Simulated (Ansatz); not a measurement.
One change: `S=COCS` becomes `SCO[SiH2]S`.

Ansatz, PBE0-D4/def2-TZVP geometries, multiplicity 1. Each molecule was computed in one conformer, which needn't be the lowest.

| property | `S=COCS` |
| --- | --- |
| LUMO energy (PBE/def2-TZVPP) / eV | -2.63 |
| size of the dipole moment (B3LYP/def2-TZVPP) / D | 3.33 |
| HOMO–LUMO gap (B3LYP/def2-TZVPP) / eV | 4.51 |
| size of the dipole moment (PBE/def2-TZVPP) / D | 3.27 |
| LUMO energy (PBE0/def2-TZVPP) / eV | -1.71 |
| HOMO–LUMO gap (ωB97M-V/def2-TZVPP) / eV | 9.34 |

(1) Give the same properties after the change, and the shifts. (An estimate is asked.)

Answers

(1) Computed: 
```json
{"property": "LUMO energy (PBE/def2-TZVPP) / eV", "`SCO[SiH2]S`": "-0.75", "shift": "1.88"}
{"property": "size of the dipole moment (B3LYP/def2-TZVPP) / D", "`SCO[SiH2]S`": "0.87", "shift": "-2.46"}
{"property": "HOMO–LUMO gap (B3LYP/def2-TZVPP) / eV", "`SCO[SiH2]S`": "6.83", "shift": "2.32"}
{"property": "size of the dipole moment (PBE/def2-TZVPP) / D", "`SCO[SiH2]S`": "0.84", "shift": "-2.43"}
{"property": "LUMO energy (PBE0/def2-TZVPP) / eV", "`SCO[SiH2]S`": "0.15", "shift": "1.86"}
{"property": "HOMO–LUMO gap (ωB97M-V/def2-TZVPP) / eV", "`SCO[SiH2]S`": "11.33", "shift": "1.99"}
```

With PBE0 the HOMO falls by 0.51 eV and the LUMO rises by 1.86 eV, so the gap widens by about 2.37 eV. PBE moves the HOMO by -0.49 eV and ωB97M-V by -0.58 eV. Dipoles are sizes alone; their direction can turn.

B3LYP here is the variant with VWN-RPA as its local correlation; programs differ in this.
